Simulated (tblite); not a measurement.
Calculated harmonic vibrations of the isolated species, GFN2-xTB (tblite), most abundant isotopes, no scaling. This tight-binding method is rough: wavenumbers can miss measured ones by several per cent, in bad cases by 10 to 20. One conformer each. Open shells enter through the occupations alone, without spin polarisation, and single modes of such species can be off by tens of per cent. Thermal functions are those of the rigid rotor and harmonic oscillator, without mixing of conformers.

**Question.** Order these by their zero-point energy, highest first (kcal/mol).
A. `O(/C(C#C)=C\OC[O])C` [radical]
B. `CSc1ccc(C(F)(F)F)c2nsnc12`
C. `CN(C)C1=CC(=C2C=CC=C2)C=CC=C1`
D. `C=C/C(F)=C/C(=C)[C]=[CH+]` [radical]
E. `C=C(F)S(=O)(=O)[O-]`
F. `[O-]c1ccc(C=S)s1`

**Answer.** C (153.8), B (74.8), D (71.9), A (70.8), F (40.2), E (28.3).

```json
{"SMILES": "CN(C)C1=CC(=C2C=CC=C2)C=CC=C1", "atoms": "30", "mass (u)": "197.12", "symmetry number": "1", "modes under 300 cm⁻¹": "11", "ZPE (kcal/mol)": "153.8", "S translation (cal/(mol K))": "41.8", "S rotation": "32.3", "S vibration": "46.9", "S spin": "0.0", "S": "120.9", "Cp": "57.1"}
{"SMILES": "CSc1ccc(C(F)(F)F)c2nsnc12", "atoms": "20", "mass (u)": "249.98", "symmetry number": "1", "modes under 300 cm⁻¹": "11", "ZPE (kcal/mol)": "74.8", "S translation (cal/(mol K))": "42.5", "S rotation": "32.7", "S vibration": "44.9", "S spin": "0.0", "S": "120.1", "Cp": "52.1"}
{"SMILES": "[CH+]=[C]C(=C)/C=C(\\F)C=C", "atoms": "16", "mass (u)": "122.05", "symmetry number": "1", "modes under 300 cm⁻¹": "7", "ZPE (kcal/mol)": "71.9", "S translation (cal/(mol K))": "40.3", "S rotation": "29.2", "S vibration": "27.2", "S spin": "1.4", "S": "98.1", "Cp": "37.8"}
{"SMILES": "C#C/C(=C/OC[O])OC", "atoms": "16", "mass (u)": "127.04", "symmetry number": "1", "modes under 300 cm⁻¹": "7", "ZPE (kcal/mol)": "70.8", "S translation (cal/(mol K))": "40.5", "S rotation": "28.9", "S vibration": "24.9", "S spin": "1.4", "S": "95.7", "Cp": "36.7"}
{"SMILES": "[O-]c1ccc(C=S)s1", "atoms": "11", "mass (u)": "142.96", "symmetry number": "1", "modes under 300 cm⁻¹": "4", "ZPE (kcal/mol)": "40.2", "S translation (cal/(mol K))": "40.8", "S rotation": "29.2", "S vibration": "16.5", "S spin": "0.0", "S": "86.6", "Cp": "28.5"}
{"SMILES": "C=C(F)S(=O)(=O)[O-]", "atoms": "9", "mass (u)": "124.97", "symmetry number": "1", "modes under 300 cm⁻¹": "4", "ZPE (kcal/mol)": "28.3", "S translation (cal/(mol K))": "40.4", "S rotation": "27.6", "S vibration": "18.0", "S spin": "0.0", "S": "86.0", "Cp": "26.1"}
```

Entropies and Cp are for 298.15 K and 1 bar.
